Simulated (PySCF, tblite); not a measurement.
A database entry of computed molecular properties. Lists by class give the value and the number of equivalent atoms.

```json
{
 "formula": "C6H9F3OP",
 "smiles": "FC(F)=C(F)[PH+]1CCOCC1",
 "inchi": "InChI=1S/C6H8F3OP/c7-5(8)6(9)11-3-1-10-2-4-11/h1-4H2/p+1",
 "charge": 1,
 "multiplicity": 1,
 "geometry_level": "GFN2-xTB",
 "atoms_angstrom": [
  ["F", 3.105, -0.374, -2.016],
  ["C", 3.228, 0.137, -0.807],
  ["F", 4.457, 0.409, -0.498],
  ["C", 2.139, 0.316, -0.056],
  ["F", 2.198, 0.83, 1.181],
  ["P", 0.445, -0.084, -0.546],
  ["C", -0.539, 1.434, -0.393],
  ["C", -1.974, 0.899, -0.608],
  ["O", -1.874, -0.491, -0.873],
  ["C", -1.709, -1.315, 0.269],
  ["C", -0.219, -1.251, 0.678],
  ["H", 0.535, -0.581, -1.823],
  ["H", -0.369, 1.859, 0.603],
  ["H", -0.242, 2.178, -1.135],
  ["H", -2.626, 1.094, 0.248],
  ["H", -2.43, 1.336, -1.498],
  ["H", -1.987, -2.321, -0.051],
  ["H", -2.377, -1.009, 1.079],
  ["H", 0.285, -2.219, 0.622],
  ["H", -0.05, -0.836, 1.678]
 ],
 "electronic_structure_code": "PySCF",
 "results": {
  "GFN2-xTB geometry": {
   "point_group": "Cs",
   "rotational_constants_GHz": [2.026, 0.523, 0.509]
  },
  "PBE0/pcSseg-1 ground state and GIAO shieldings, non-relativistic": {
   "homo_eV": -12.17,
   "lumo_eV": -5.09,
   "shift_vs_computed_TMS_C_by_class_ppm": [
    [172.3, 1],
    [120.5, 1],
    [67.4, 2],
    [30.4, 2]
   ],
   "shift_vs_computed_TMS_H_by_class_ppm": [
    [6.81, 1],
    [5.01, 2],
    [4.02, 2],
    [3.68, 2],
    [3.67, 2]
   ],
   "shielding_other_nuclei_by_class_ppm": [
    ["O", 246.1, 1],
    ["F", 226.0, 1],
    ["F", 264.5, 1],
    ["F", 382.7, 1],
    ["P", 366.0, 1]
   ],
   "charges_hirshfeld_e_by_atom": [-0.03, 0.2, 0.0, -0.01, -0.05, 0.44, -0.08, 0.03, -0.11, 0.03, -0.08, 0.06, 0.08, 0.08, 0.07, 0.08, 0.08, 0.07, 0.08, 0.08]
  },
  "GFN2-xTB harmonic vibrations, gas phase": {
   "strongest_ir_bands_cm-1_km_per_mol_modes": [
    [385.8, 58.4, 1],
    [419.1, 63.5, 1],
    [1158.0, 243.9, 1],
    [1188.6, 60.1, 2],
    [1257.1, 203.2, 1],
    [1722.7, 348.9, 1]
   ],
   "zpe_kcal_per_mol": 89.1
  }
 }
}
```

The rotational constants make it an asymmetric top with κ = (2B − A − C)/(A − C) = -0.98, nearer the prolate limit (−1). The zero-point energy, half the sum of the 54 harmonic wavenumbers, equals 31150 cm⁻¹ or 373 kJ/mol. With B = h/(8π²I), that is 505.379 GHz u Å² over I, the principal moments of inertia are 249.4, 966.8 and 993.4 u Å² (most abundant isotopes); the inertial defect Ic − Ia − Ib is -222.8 u Å² (zero for a rigid planar frame, negative otherwise).

One conformer stands for the species.
